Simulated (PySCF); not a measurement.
H6OSeSi2, SMILES [SiH3]O[Se][SiH3].

Coordinates come from a PBE0-D3(BJ)/def2-SVP optimisation. The structure was generated by enumeration, and PubChem lists no compound with its InChIKey, so it may never have been made. The values are those of a single conformer.

These are PBE0-D3(BJ)/def2-SVP run with PySCF 2.14.0 values and carry that method's errors.

Frequencies are harmonic and unscaled.

```csv
mode,ν (cm⁻¹),IR (km/mol),Raman (Å⁴/amu),depolarisation,moving atoms (share of kinetic energy)
1,65,0.7,0.4,0.51,"Si 54 %, H 23 %, O 14 %, Se 9 %"
2,104,0.4,0.8,0.55,"H 63 %, Si 17 %, O 11 %, Se 8 %"
3,125,0.2,0.3,0.71,"H 83 %, Si 9 %"
4,163,0.7,0.7,0.25,"Si 32 %, H 28 %, O 26 %, Se 14 %"
5,174,3.3,1.1,0.68,"H 43 %, O 41 %, Se 9 %"
6,391,8.9,11.7,0.25,"Si 63 %, Se 26 %, H 10 %"
7,541,6.1,20.9,0.35,"O 51 %, Se 19 %, H 17 %, Si 13 %"
8,580,15.8,12.7,0.73,"H 84 %, Si 12 %"
9,582,8.7,15.4,0.75,"H 88 %, Si 9 %"
10,710,36.9,16.7,0.75,"H 83 %, Si 9 %"
11,724,54.2,9.4,0.20,"H 72 %, O 17 %, Si 10 %"
12,873,495.4,12.9,0.63,"H 59 %, O 25 %, Si 16 %"
13,906,58.6,3.6,0.66,"O 43 %, H 42 %, Si 15 %"
14,912,68.8,24.8,0.75,H 92 %
15,932,68.4,18.3,0.73,H 95 %
16,945,77.4,20.4,0.74,H 95 %
17,953,120.2,24.1,0.74,H 94 %
18,979,199.2,13.3,0.75,H 93 %
19,2230,29.5,18.0,0.71,H 98 %
20,2234,117.4,281.8,0.03,H 98 %
21,2237,95.4,166.8,0.14,H 97 %
22,2250,90.2,94.9,0.70,H 96 %
23,2255,71.6,121.9,0.64,H 96 %
24,2263,124.4,197.9,0.27,H 96 %
```
